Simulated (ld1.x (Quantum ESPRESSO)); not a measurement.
**Configuration tests for Cs (Z = 55) (RRKJ)**

- Element: Cs
- Generator: ld1.x (Quantum ESPRESSO) 7.5
- Type: norm-conserving RRKJ (Kleinman–Bylander form)
- Functional: PBE
- Relativity: fully relativistic
- Frozen core: [Kr] 4d10
- Valence charge: 9
- Reference configuration: 5s2 5p6 5d0 6s1 6p0
- Partial waves: 5s (bound): rc 2.65 bohr; 5p (bound): rc 3.55 bohr; 5d (bound, empty): rc 4.20 bohr
- Local potential: all-electron potential smoothed inside 3.35 bohr (lloc = -2)
- Core correction: none
- rho0: 0.005

Open shells are filled in proportion to 2j + 1 (rel_dist='average').

Occupied shells without a wave of their own: 6s. They enter only through the test configuration that unscreens the potential.

Energies are relative to the spin-unpolarised reference configuration 5s2 5p6 5d0 6s1 6p0; without spin polarisation the order of configurations can differ from experiment. The frozen-core shift is the all-electron ΔE with the core orbitals held at their reference shape minus the fully relaxed ΔE.

```csv
valence configuration,charge,ΔE all-electron (eV),error AE − PS (meV),frozen-core shift (meV)
5s2 5p6 5d0 6s0 6p0,+1,3.863,+84,+0.1
5s2 5p6 5d0 6s0 6p1,0,1.368,+43,0.0
5s2 5p6 5d1 6s0 6p0,0,1.672,+53,+0.1
5s2 5p6 5d0.5 6s0.5 6p0,0,0.843,+27,+0.1
5s1 5p6 5d0 6s1 6p0,+1,31.653,+35,+21
```

Question: What are ΔE and the potential's error for 5s2 5p5 5d0 6s1 6p0?

Answer: ΔE = 17.909 eV all-electron; the error (AE − PS) is -5.2 meV.

Question: What are ΔE and the potential's error for 5s2 5p6 5d0 6s0.5 6p0?

Answer: ΔE = 1.470 eV all-electron; the error (AE − PS) is +34 meV.
